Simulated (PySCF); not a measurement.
# Computed spin Hamiltonian

C6H5ClSi (triplet state).
Z-matrix (Å and degrees, PBE0-D3(BJ)/def2-SVP geometry), rows numbered from 1:
```
Cl
Si  1  2.0741
C   2  1.8549  1  116.79
C   3  1.4076  2  120.77  1   178.89
C   4  1.3905  3  120.26  2  -179.86
C   5  1.3964  4  120.39  3    -0.03
C   6  1.3955  5  119.63  4    -0.02
C   7  1.3915  6  120.57  5     0.03
H   4  1.0936  3  120.38  2     0.05
H   5  1.0928  4  119.53  3   179.92
H   6  1.0923  5  120.18  4   179.95
H   7  1.0930  6  120.07  5  -179.98
H   8  1.0926  3  120.14  2    -0.12
```

The hyperfine couplings belong to this conformer and change with its torsions.

The species is `c1c([Si]Cl)cccc1` [triplet].

Computed with UKS B3LYP, IGLO-III on C Cl Si, pcH-1 on H, non-relativistic, mean-field spin-orbit, GIAO (PySCF 2.14.0). Isolated species at its PBE0-D3(BJ)/def2-SVP geometry (one conformer only). This triplet need not be the ground state; the singlet was not compared here. No stability test was run, so a lower SCF solution isn't excluded.

```json
{
 "g1, g2, g3": "2.00067, 2.00422, 2.00449",
 "g_iso": "2.00312",
 "Form of g": "close to axial: the two nearest values differ by 7 % of g3 − g1",
 "⟨S²⟩": "2.0084 (exact 2.0000)",
 "HOMO–LUMO gap, α and β orbitals": "3.81, 3.18 eV",
 "Total energy": "-981.42929 Eh"
}
```

Hyperfine couplings atom by atom, in mT; T1 to T3 are the principal values of the dipolar part; ρ(0) is the spin density at the nucleus (MHz turned into mT with g_iso):

| atom | isotope | a_iso | of which spin–orbit | T1 | T2 | T3 | Mulliken spin population | ρ(0) (bohr⁻³) |
| --- | --- | --- | --- | --- | --- | --- | --- | --- |
| Cl1 | 35Cl | 0.53 | 0.01 | -0.67 | 0.06 | 0.61 | 0.15 | 0.0663 |
| Si2 | 29Si | -18.90 | 0.04 | -2.28 | -0.48 | 2.76 | 1.64 | 1.1951 |
| C3 | 13C | 1.80 | 0.00 | -0.43 | -0.21 | 0.65 | -0.03 | 0.0899 |
| C4 | 13C | 0.07 | 0.00 | -0.16 | -0.12 | 0.28 | 0.10 | 0.0033 |
| C5 | 13C | -0.15 | 0.00 | -0.14 | 0.05 | 0.09 | -0.06 | -0.0077 |
| C6 | 13C | 0.20 | 0.00 | -0.18 | -0.15 | 0.33 | 0.13 | 0.0098 |
| C7 | 13C | 0.00 | 0.00 | -0.16 | 0.04 | 0.12 | -0.06 | 0.0002 |
| C8 | 13C | 0.43 | 0.00 | -0.20 | -0.06 | 0.26 | 0.13 | 0.0213 |
| H9 | 1H | -0.10 | 0.00 | -0.08 | 0.00 | 0.09 | 0.00 | -0.0013 |
| H10 | 1H | 0.09 | 0.00 | -0.04 | -0.01 | 0.05 | 0.00 | 0.0012 |
| H11 | 1H | -0.15 | 0.00 | -0.10 | -0.01 | 0.11 | -0.01 | -0.0019 |
| H12 | 1H | 0.17 | 0.00 | -0.04 | 0.00 | 0.04 | 0.01 | 0.0022 |
| H13 | 1H | -0.05 | 0.00 | -0.08 | -0.03 | 0.11 | 0.00 | -0.0006 |

The largest Mulliken spin populations are on Si2 (+1.64), Cl1 (+0.15), C8 (+0.13) and C6 (+0.13).

Axes: g1 points within 5° of the C8–H13 bond and g2 is normal to the molecular plane.

The 13C coupling of C3 (50.5 MHz) shows only in satellite lines or after enrichment, since that isotope makes up about 1.07 % of natural carbon.

The 29Si coupling of Si2 (-529.8 MHz) shows only in satellite lines or after enrichment, since that isotope makes up about 4.7 % of natural silicon.
